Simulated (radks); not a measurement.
Results of a calculation; reference values are marked as such.
Task: Cd8+, 40 electrons, occupied as [Kr] 4d4. Level of theory: Dirac Kohn-Sham, LDA (Slater exchange, Perdew-Wang correlation), spin-unpolarised, spherical densities, finite nucleus; open shells fill j = l - 1/2 first; Fermi nuclear charge, rms radius 4.6087 fm (a radial shooting solver on a logarithmic mesh with Libxc functionals). Some entries of the table are withheld. Estimate them.

| orbital | occ. | eigenvalue (hartree) | <r^2> (bohr^2) | r(max) (bohr) |
|---|---|---|---|---|
| 1s1/2 | 2 | -978.3875 | 0.001252 | 0.01970 |
| 2s1/2 | 2 | -149.9098 | 0.02041 | 0.1115 |
| 2p1/2 | 2 | -140.0181 | (1) | 0.08598 |
| 2p3/2 | 4 | -132.9564 | (2) | 0.09033 |
| 3s1/2 | 2 | -32.25658 | 0.1469 | (3) |
| 3p1/2 | 2 | -28.29061 | 0.1418 | (4) |
| 3p3/2 | 4 | -27.02414 | 0.1506 | (5) |
| 3d3/2 | 4 | -19.98866 | 0.1310 | 0.2632 |
| 3d5/2 | 6 | -19.73027 | 0.1336 | 0.2661 |
| 4s1/2 | 2 | -8.89619 | (6) | 0.7828 |
| 4p1/2 | 2 | -7.56276 | 0.8884 | 0.8087 |
| 4p3/2 | 4 | -7.31514 | 0.9360 | 0.8309 |
| 4d3/2 | 4 | -5.15619 | 1.189 | 0.8990 |
| 4d5/2 | 0 | -5.11626 | 1.207 | 0.9063 |
| 5s1/2 | 0 | -3.65637 | (7) | 1.693 |
| 5p1/2 | 0 | -3.20532 | (8) | 1.812 |
| 5p3/2 | 0 | -3.13960 | (9) | 1.851 |
| 4f5/2 | 0 | -2.88303 | 2.078 | 1.093 |
| 4f7/2 | 0 | -2.88002 | 2.085 | 1.096 |

Result: 
(1) 2p1/2 <r^2> (bohr^2): 0.01521
(2) 2p3/2 <r^2> (bohr^2): 0.01653
(3) 3s1/2 r(max) (bohr): 0.3242
(4) 3p1/2 r(max) (bohr): 0.3103
(5) 3p3/2 r(max) (bohr): 0.3204
(6) 4s1/2 <r^2> (bohr^2): 0.8063
(7) 5s1/2 <r^2> (bohr^2): 3.435
(8) 5p1/2 <r^2> (bohr^2): 3.951
(9) 5p3/2 <r^2> (bohr^2): 4.106
